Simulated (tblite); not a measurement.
A geometry optimisation, step by step.

Species: C5H8OSe (charge +1 and doublet state).
SMILES with atom numbers: `[CH3:1][Se@:2](=[O:3])[CH+:4][C:5]1[CH2:6][CH2:7]1` (hydrogens: H8, H9, H10 on C1; H11 on C4; H12, H13 on C6; H14, H15 on C7)
Bond orders are those of one Lewis drawing.

Computed with GFN2-xTB (tblite), gas phase: L-BFGS steps from a force-field or distance-geometry start until the largest atomic force falls under 0.01 eV/Å. 10 of its 194 geometries are shown.

Step 0: E = -581.1335 eV, largest atomic force 7.184 eV/Å
```
atom  x, y, z in Å  |  force x, y, z in eV/Å
C1      3.034   -0.090   -0.157    0.570   1.344  -0.304
Se2     1.336   -1.026   -0.079   -0.137  -1.390   0.516
O3      1.357   -2.471   -0.821    0.150   1.728   0.160
C4     -0.002    0.155   -0.810   -2.560   1.874   3.562
C5     -1.004    0.704    0.136    1.457  -4.225  -5.625
C6     -2.110   -0.174    0.637   -0.442   1.394   1.023
C7     -2.391    0.893   -0.418   -0.038   0.946   0.523
H8      3.670   -0.298    0.732   -0.476  -0.108  -0.673
H9      2.835    1.020   -0.192   -0.040  -1.029   0.287
H10     3.544   -0.310   -1.105    0.032  -0.351   0.298
H11     0.007    0.369   -1.868    0.139   0.214   0.038
H12    -2.518    0.088    1.639    0.313  -0.527  -0.749
H13    -2.231   -1.206    0.292    0.533   0.329   0.601
H14    -2.635    0.530   -1.440    0.314   0.760   0.804
H15    -2.897    1.826   -0.074    0.185  -0.962  -0.460
```

Step 21: E = -583.3174 eV, largest atomic force 0.256 eV/Å
```
atom  x, y, z in Å  |  force x, y, z in eV/Å
C1      3.051   -0.068   -0.158    0.025  -0.017   0.014
Se2     1.410   -1.089    0.127   -0.083   0.192  -0.147
O3      1.464   -2.208   -0.986    0.049  -0.052   0.064
C4      0.036    0.180   -0.728    0.094  -0.093   0.099
C5     -1.177    0.262   -0.316   -0.101  -0.006  -0.079
C6     -2.254   -0.165    0.606    0.061  -0.021   0.003
C7     -2.553    0.827   -0.459   -0.048   0.000   0.061
H8      3.748   -0.297    0.647    0.019  -0.045  -0.007
H9      2.858    1.005   -0.148   -0.055  -0.101  -0.023
H10     3.465   -0.410   -1.107    0.020   0.073   0.011
H11     0.512    0.587   -1.609    0.000   0.061   0.005
H12    -2.180    0.183    1.625   -0.007  -0.043   0.084
H13    -2.593   -1.184    0.488   -0.031  -0.062   0.054
H14    -3.107    0.526   -1.337    0.021  -0.003  -0.071
H15    -2.685    1.858   -0.173    0.037   0.119  -0.069
```

Step 43: E = -583.3356 eV, largest atomic force 0.098 eV/Å
```
atom  x, y, z in Å  |  force x, y, z in eV/Å
C1      3.064   -0.064   -0.176    0.005  -0.007  -0.007
Se2     1.415   -1.056    0.123   -0.044  -0.050   0.016
O3      1.483   -2.256   -0.900    0.001  -0.008   0.000
C4      0.033    0.168   -0.721   -0.057   0.062   0.050
C5     -1.188    0.235   -0.316    0.012   0.007  -0.093
C6     -2.270   -0.169    0.603    0.024  -0.013   0.037
C7     -2.554    0.821   -0.473    0.038  -0.018   0.007
H8      3.783   -0.376    0.583   -0.003   0.047  -0.030
H9      2.869    1.002   -0.084    0.056  -0.015   0.027
H10     3.446   -0.333   -1.161   -0.019   0.017  -0.007
H11     0.497    0.659   -1.567    0.010  -0.021   0.006
H12    -2.187    0.182    1.623   -0.019  -0.016   0.043
H13    -2.638   -1.181    0.505   -0.003  -0.001  -0.003
H14    -3.104    0.511   -1.353    0.016   0.050   0.023
H15    -2.652    1.867   -0.213   -0.015  -0.033  -0.068
```

Step 64: E = -583.3518 eV, largest atomic force 0.027 eV/Å
```
atom  x, y, z in Å  |  force x, y, z in eV/Å
C1      3.074   -0.048   -0.223   -0.002  -0.009   0.002
Se2     1.444   -1.003    0.254    0.009   0.003   0.002
O3      1.449   -2.282   -0.670   -0.012   0.002   0.004
C4      0.057    0.184   -0.625   -0.013  -0.002  -0.011
C5     -1.184    0.221   -0.284    0.000  -0.003  -0.004
C6     -2.313   -0.169    0.586    0.025  -0.005  -0.009
C7     -2.541    0.792   -0.530   -0.008   0.008  -0.003
H8      3.913   -0.595    0.211    0.007   0.005  -0.002
H9      3.046    0.961    0.177    0.004  -0.001   0.001
H10     3.173   -0.055   -1.309   -0.003  -0.015   0.001
H11     0.542    0.680   -1.456    0.000   0.017   0.019
H12    -2.294    0.198    1.604    0.003  -0.008  -0.014
H13    -2.673   -1.184    0.481    0.012   0.004   0.014
H14    -3.044    0.462   -1.429    0.003  -0.007  -0.006
H15    -2.652    1.846   -0.317   -0.022   0.011   0.005
```

Step 86: E = -583.3616 eV, largest atomic force 0.102 eV/Å
```
atom  x, y, z in Å  |  force x, y, z in eV/Å
C1      3.072   -0.124   -0.272    0.069   0.064  -0.023
Se2     1.392   -0.882    0.330   -0.039  -0.024   0.036
O3      1.217   -2.239   -0.460   -0.001   0.039   0.011
C4      0.099    0.384   -0.572    0.027   0.053  -0.018
C5     -1.161    0.352   -0.306   -0.057  -0.024   0.072
C6     -2.245   -0.202    0.546    0.044  -0.028  -0.013
C7     -2.574    0.727   -0.569   -0.003   0.017  -0.007
H8      3.883   -0.760    0.086   -0.011   0.033   0.017
H9      3.166    0.879    0.139    0.078  -0.057  -0.029
H10     3.089   -0.117   -1.362   -0.005  -0.028  -0.015
H11     0.648    1.009   -1.267   -0.078  -0.045   0.047
H12    -2.294    0.164    1.563    0.012  -0.015   0.005
H13    -2.441   -1.260    0.442   -0.035  -0.010  -0.017
H14    -3.002    0.331   -1.478   -0.018   0.010  -0.050
H15    -2.853    1.748   -0.348    0.018   0.016  -0.016
```

Step 107: E = -583.4190 eV, largest atomic force 0.208 eV/Å
```
atom  x, y, z in Å  |  force x, y, z in eV/Å
C1      3.090   -0.274   -0.435   -0.095   0.029   0.001
Se2     1.433   -0.441    0.584   -0.026  -0.042  -0.002
O3      0.881   -1.873    0.216    0.008  -0.006   0.104
C4      0.120    0.782   -0.331    0.122  -0.159   0.056
C5     -1.133    0.475   -0.231   -0.084  -0.009   0.024
C6     -2.175   -0.335    0.431   -0.083  -0.069   0.033
C7     -2.538    0.595   -0.678   -0.043  -0.029   0.031
H8      3.674   -1.178   -0.260   -0.041  -0.012   0.042
H9      3.636    0.602   -0.108    0.070   0.097   0.001
H10     2.827   -0.211   -1.488    0.009  -0.002  -0.128
H11     0.576    1.618   -0.828    0.122   0.070  -0.055
H12    -2.432   -0.069    1.450    0.059  -0.004  -0.063
H13    -2.160   -1.402    0.252    0.027  -0.022  -0.038
H14    -2.781    0.187   -1.651    0.053   0.060   0.012
H15    -3.023    1.531   -0.448   -0.098   0.096  -0.018
```

Step 129: E = -583.4653 eV, largest atomic force 0.050 eV/Å
```
atom  x, y, z in Å  |  force x, y, z in eV/Å
C1      2.930   -0.358   -0.565   -0.013   0.018   0.009
Se2     1.520   -0.162    0.779   -0.007   0.025   0.038
O3      0.863   -1.589    0.899   -0.001  -0.050   0.003
C4      0.157    0.936   -0.168   -0.011  -0.003   0.015
C5     -1.077    0.531   -0.167    0.016  -0.007  -0.017
C6     -2.079   -0.441    0.301   -0.010   0.013   0.026
C7     -2.446    0.570   -0.736    0.007  -0.004   0.012
H8      3.357   -1.349   -0.418    0.016   0.001   0.001
H9      3.685    0.411   -0.428    0.013   0.010   0.000
H10     2.481   -0.282   -1.554   -0.009  -0.031  -0.026
H11     0.572    1.848   -0.565    0.005   0.022  -0.030
H12    -2.445   -0.319    1.312   -0.004  -0.017  -0.028
H13    -1.917   -1.475    0.019    0.009   0.008  -0.007
H14    -2.539    0.268   -1.770   -0.014  -0.007  -0.015
H15    -3.064    1.418   -0.469    0.004   0.020   0.021
```

Step 150: E = -583.4753 eV, largest atomic force 0.061 eV/Å
```
atom  x, y, z in Å  |  force x, y, z in eV/Å
C1      2.950   -0.371   -0.553    0.049   0.022  -0.020
Se2     1.513   -0.162    0.758   -0.002  -0.059  -0.008
O3      0.870   -1.597    0.880   -0.010   0.009   0.013
C4      0.154    0.926   -0.205   -0.010   0.017   0.002
C5     -1.081    0.525   -0.197   -0.034  -0.001   0.026
C6     -2.079   -0.445    0.283   -0.017  -0.020  -0.017
C7     -2.474    0.607   -0.703    0.032  -0.008  -0.002
H8      3.528   -1.242   -0.237   -0.029   0.045  -0.029
H9      3.577    0.516   -0.568   -0.028  -0.023  -0.014
H10     2.502   -0.556   -1.531    0.014  -0.014   0.054
H11     0.566    1.840   -0.602    0.011   0.006  -0.011
H12    -2.400   -0.366    1.312   -0.005   0.022   0.000
H13    -1.948   -1.468   -0.051    0.006   0.010  -0.003
H14    -2.633    0.339   -1.739    0.008   0.010   0.018
H15    -3.051    1.462   -0.374    0.014  -0.016  -0.009
```

Step 172: E = -583.4825 eV, largest atomic force 0.026 eV/Å
```
atom  x, y, z in Å  |  force x, y, z in eV/Å
C1      2.930   -0.390   -0.575    0.007   0.006  -0.013
Se2     1.528   -0.175    0.768   -0.010  -0.003   0.020
O3      0.874   -1.603    0.903   -0.006  -0.001   0.001
C4      0.162    0.935   -0.164    0.022   0.002  -0.003
C5     -1.073    0.532   -0.169   -0.013  -0.004   0.012
C6     -2.079   -0.453    0.259    0.008   0.011   0.006
C7     -2.457    0.636   -0.693   -0.002  -0.007  -0.010
H8      3.700   -1.022   -0.132   -0.001  -0.008  -0.003
H9      3.350    0.574   -0.846   -0.026  -0.004  -0.003
H10     2.489   -0.903   -1.431    0.015   0.015  -0.005
H11     0.572    1.860   -0.539   -0.005  -0.008   0.007
H12    -2.421   -0.410    1.283    0.006   0.003  -0.003
H13    -1.941   -1.462   -0.112   -0.004   0.003   0.010
H14    -2.598    0.410   -1.740    0.000   0.002  -0.012
H15    -3.039    1.478   -0.341    0.008  -0.006  -0.004
```

Step 193: E = -583.4841 eV, largest atomic force 0.006 eV/Å
```
atom  x, y, z in Å  |  force x, y, z in eV/Å
C1      2.924   -0.373   -0.578   -0.001  -0.005   0.004
Se2     1.524   -0.216    0.776    0.003  -0.002   0.000
O3      0.874   -1.649    0.868    0.000   0.002   0.000
C4      0.170    0.911   -0.150    0.002  -0.002   0.002
C5     -1.069    0.525   -0.160   -0.003   0.003  -0.001
C6     -2.093   -0.438    0.278    0.004   0.001   0.004
C7     -2.445    0.632   -0.705   -0.002  -0.004   0.003
H8      3.701   -1.019   -0.167   -0.003   0.004  -0.002
H9      3.333    0.606   -0.809    0.003   0.003   0.001
H10     2.485   -0.847   -1.456   -0.001  -0.002  -0.002
H11     0.594    1.827   -0.529    0.002   0.004  -0.004
H12    -2.443   -0.362    1.298   -0.004   0.000  -0.005
H13    -1.962   -1.458   -0.062   -0.003  -0.002  -0.001
H14    -2.573    0.382   -1.750    0.002   0.003   0.005
H15    -3.023    1.488   -0.383    0.002  -0.002  -0.002
```

**Question.** Summarise the path.

**Answer.** The energy falls by 226.80 kJ/mol from step 0 to step 193; nine tenths of that is first reached at step 14. It rises by more than 0.2 meV at steps 55 and 90. The largest force goes from 7.184 to 0.006 eV/Å. Among the bonds C4–C5 changes most, from 1.483 to 1.299 Å; the atoms move by 1.025 Å rms after alignment.

**Question.** Follow the three bonds and two angles with the largest change from start to end.

**Answer.** 
| step | E above end (kJ/mol) | largest force (eV/Å) | C4–C5 (Å) | Se2–C4 (Å) | Se2=O3 (Å) | C4–C5–C7 (°) | C4–C5–C6 (°) |
| --- | --- | --- | --- | --- | --- | --- | --- |
| 0 | 226.80 | 7.184 | 1.483 | 1.928 | 1.625 | 115.7 | 119.6 |
| 8 | 49.78 | 0.807 | 1.299 | 2.012 | 1.573 | 143.0 | 146.7 |
| 17 | 18.56 | 0.214 | 1.289 | 2.011 | 1.580 | 151.3 | 148.2 |
| 25 | 14.88 | 0.075 | 1.287 | 2.030 | 1.578 | 150.2 | 149.6 |
| 34 | 14.58 | 0.032 | 1.287 | 2.034 | 1.578 | 149.4 | 150.4 |
| 42 | 14.42 | 0.084 | 1.287 | 2.028 | 1.578 | 148.7 | 151.1 |
| 50 | 13.38 | 0.088 | 1.287 | 2.038 | 1.578 | 148.2 | 151.7 |
| 59 | 12.88 | 0.052 | 1.287 | 2.031 | 1.578 | 147.9 | 151.9 |
| 67 | 12.74 | 0.039 | 1.287 | 2.027 | 1.578 | 147.6 | 152.1 |
| 76 | 12.47 | 0.051 | 1.286 | 2.027 | 1.578 | 148.9 | 150.9 |
| 84 | 12.02 | 0.064 | 1.287 | 2.021 | 1.578 | 151.4 | 148.4 |
| 92 | 10.72 | 0.160 | 1.292 | 2.013 | 1.579 | 151.8 | 147.6 |
| 101 | 7.98 | 0.162 | 1.297 | 2.006 | 1.582 | 151.1 | 148.4 |
| 109 | 5.57 | 0.212 | 1.299 | 2.005 | 1.582 | 151.7 | 147.5 |
| 117 | 2.63 | 0.191 | 1.301 | 2.001 | 1.579 | 151.8 | 146.5 |
| 126 | 1.91 | 0.065 | 1.299 | 1.993 | 1.576 | 150.6 | 148.3 |
| 134 | 1.59 | 0.045 | 1.299 | 1.992 | 1.577 | 150.1 | 148.8 |
| 143 | 1.27 | 0.049 | 1.298 | 1.993 | 1.577 | 151.1 | 148.1 |
| 151 | 0.80 | 0.053 | 1.299 | 1.991 | 1.577 | 151.1 | 148.0 |
| 159 | 0.56 | 0.029 | 1.298 | 1.992 | 1.577 | 151.1 | 148.0 |
| 168 | 0.26 | 0.123 | 1.299 | 1.992 | 1.576 | 150.0 | 149.0 |
| 176 | 0.10 | 0.029 | 1.299 | 1.990 | 1.576 | 149.7 | 149.2 |
| 185 | 0.03 | 0.015 | 1.299 | 1.989 | 1.576 | 150.1 | 148.8 |
| 193 | 0.00 | 0.006 | 1.299 | 1.990 | 1.576 | 150.1 | 148.9 |

The cost below is that of the whole relaxation. Hardware: one thread, Arm Neoverse V2 (aarch64), shared host with 96 logical CPUs at a one-minute load of 26. Cost: 0.96 s.
